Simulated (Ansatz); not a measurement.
Results of the Gaussian-basis code of Ansatz.

A structure relaxed at PBE0-D4/def2-TZVP, charge 0, multiplicity 1:

| atom | x (Å) | y (Å) | z (Å) |
| --- | --- | --- | --- |
| Cl1 | 0.0388 | 2.6662 | 0.5757 |
| B2 | 0.6458 | 1.0107 | 0.6444 |
| Cl3 | 2.1133 | 0.6843 | 1.5684 |
| Cl4 | 0.7836 | 0.2458 | -1.1706 |
| B5 | -0.6466 | -1.0100 | -0.6449 |
| Cl6 | -2.1153 | -0.7016 | -1.5732 |
| Cl7 | -0.0254 | -2.6597 | -0.5653 |
| Cl8 | -0.7943 | -0.2357 | 1.1656 |

Question: Give its formula and SMILES.

Answer: B2Cl6, `Cl[B-]1(Cl)[Cl+][B-](Cl)(Cl)[Cl+]1`.

Question: Point group (tolerance 0.08 Å, 0.16 Å for H)?

Answer: D2h.

Question: Summarise the bond lengths by kind.

Answer: 8 × B–Cl 1.765 to 1.975 Å.
